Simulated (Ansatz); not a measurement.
The same path of CH$_{3}$AuS (6 atoms, charge 0, multiplicity 1) was run twice with different band settings. Lost on the way: C1–H4. Made: S2–H4.

These are results of RKS PBE/def2-SVP in Ansatz, not measurements.

Relaxed end points:

```xyz
6
Properties=species:S:1:pos:R:3
C -0.366 0.380 -0.312
S 0.031 -1.364 0.066
Au 1.827 -1.250 1.450
H -1.243 0.320 -0.990
H 0.453 0.896 -0.847
H -0.660 0.954 0.587
```

```xyz
6
Properties=species:S:1:pos:R:3
C -0.484 0.879 -0.092
S -0.366 -0.762 0.226
Au 1.698 -1.801 0.995
H -0.134 -1.219 -1.041
H 0.074 1.348 -0.916
H -0.746 1.492 0.783
```

Common settings: movable images 7; climbing image yes; spring 5.0 eV/Å²; start path through a guess of the saddle point; force threshold 0.05 eV/Å; iteration limit 60; end points relaxed.

| run | optimiser | largest step |
| --- | --- | --- |
| 1 | quadratic models (default) | default |
| 2 | lbfgs | 0.02 Å |

**Question.** What does each run give, and how far can it be trusted?

**Answer.** Run 1: converged after 9 iterations, highest image 2.647 eV above the first end. A vibrational analysis at the climbing image gives one clearly imaginary mode, 1251i cm⁻¹: a first-order saddle point.
Run 2: not converged after 60 iterations, highest image 2.647 eV above the first end. The band didn't meet its force threshold, so its energies are provisional: the largest band force was still 0.07 eV/Å, and over the last iterations the top stayed at 2.65 eV.
The orbitals stay closed-shell, which can raise the energy where a bond breaks towards radicals; this wasn't checked here.
